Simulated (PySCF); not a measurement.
C₂H₆BNO.
SMILES with atom numbers: `[CH:1]#[N+:2][BH2-:3][O:4][CH3:5]` (hydrogens: H6 on C1; H7, H8 on B3; H9, H10, H11 on C5)

Cartesian coordinates in Å at the GFN2-xTB level; atoms count from 1:
```xyz
11
C2H6BNO angstrom
C      1.6874   -0.8840    0.4722
N      1.4000    0.2284    0.4837
B      0.2627    1.2831    0.2133
O     -0.9231    0.5205    0.4634
C     -1.2555   -0.5178   -0.3877
H      1.9999   -1.8921    0.4868
H      0.3886    2.1423    1.0101
H      0.4884    1.5737   -0.9259
H     -1.2661   -0.2070   -1.4410
H     -2.2439   -0.8889   -0.1086
H     -0.5331   -1.3555   -0.2922
```

The closed-shell ground state was solved at several levels (PySCF, density fitting, gas phase, non-relativistic).

| level | basis functions | HOMO (eV) | LUMO (eV) | gap (eV) | dipole (D) |
| --- | --- | --- | --- | --- | --- |
| CAM-B3LYP/def2-SVPD | 151 | -8.63 | -0.55 | 8.08 | 5.98 |
| PBE0/pcSseg-1 | 115 | -7.18 | -1.50 | 5.68 | 5.88 |

(1) What might B3LYP/pcJ-1 (195 basis functions) give for the same quantities?

(2) Over all these levels, which gives the widest orbital gap and which the narrowest?

(3) How far do the dipole and the HOMO energy spread over the levels?

Answers

(1) HOMO -6.96 eV, LUMO -1.76 eV, gap 5.20 eV, dipole 5.83 D.

(2) CAM-B3LYP/def2-SVPD (range-separated hybrid) has the widest, 8.08 eV, and B3LYP/pcJ-1 (global hybrid, 20 % exact exchange) the narrowest, 5.20 eV. Functional and basis both differ between the two, so the spread mixes both effects.

(3) The dipole runs from 5.83 to 5.98 D (mean 5.90 D) and the HOMO from -8.63 to -6.96 eV.

One conformer stands for the species.
